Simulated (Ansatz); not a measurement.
```yaml
atoms:
  - { symbol: S, position_ang: [0.0283, 0.0138, -0.4102] }
  - { symbol: O, position_ang: [-0.0170, 1.2947, 0.3556] }
  - { symbol: O, position_ang: [-0.0058, -1.2997, 0.3777] }
```

Basis set: 6-31G (spherical functions). Left uncorrelated: 7 orbitals. Charge 0, multiplicity 1.

Computed with Ansatz (development build ahead of 0.2.0); each method stands on the lowest determinant of its kind that the runs found. Restricted open shells among the atoms or ions are ROHF, correlated in semicanonical orbitals with singles.

**Question.** Give the atomization energy at this shape (free ground-state atoms in the same class of orbitals less the molecule, no zero-point energy) of singlet SO₂ by RHF-MP2, RHF.

**Answer.**

```json
{"method": "RHF-MP2", "atomization energy": "4.68 eV"}
{"method": "RHF", "atomization energy": "-2.56 eV"}
```

Caution: in another basis set an unrestricted determinant lies well below. Caution for RHF: the molecule lies well above its atoms at this level.

This basis has no polarisation functions and is too small for such energies, which can lie far from measured ones in either direction.
